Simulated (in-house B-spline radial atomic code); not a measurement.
# Cr⁺: [Ne] 3s2 3p5 3d5 4f1 (an excited or competing configuration)

All numbers are computed (non-relativistic RPBE, spin-polarised, spherical fractional occupations; point nucleus) with a B-spline radial code for spherical atoms, not measured.

Z_r = [3n² - l(l+1)]/(2<r>); Z_e = n√(-2ε); the last column is Slater's effective charge. Values are occupation-weighted means over spin.

| shell | electrons | ε (eV) | <r> (bohr) | Z_r | Z_e | Slater |
| --- | --- | --- | --- | --- | --- | --- |
| 1s | 2 | -5856.2 | 0.06417 | 23.38 | 20.75 | 23.70 |
| 2s | 2 | -676.69 | 0.2957 | 20.29 | 14.10 | 19.85 |
| 2p | 6 | -577.89 | 0.2607 | 19.18 | 13.03 | 19.85 |
| 3s | 2 | -89.987 | 0.9049 | 14.92 | 7.72 | 13.10 |
| 3p | 5 | -63.073 | 0.9571 | 13.06 | 6.46 | 13.10 |
| 3d | 5 | -22.134 | 1.175 | 8.94 | 3.83 | 5.60 |
| 4f | 1 | -2.6303 | 8.526 | 2.11 | 1.76 | 2.00 |

The least bound orbital is 4f up at -2.63 eV, and it is also the most diffuse (<r> = 8.526 bohr).

The density falls to 0.001 bohr⁻³ at 3.151 bohr; Σ<r²> = 97.039 bohr² gives, by the non-relativistic formula and without the paramagnetism of open shells, a Langevin diamagnetic susceptibility of -76.85×10⁻⁶ cm³/mol.
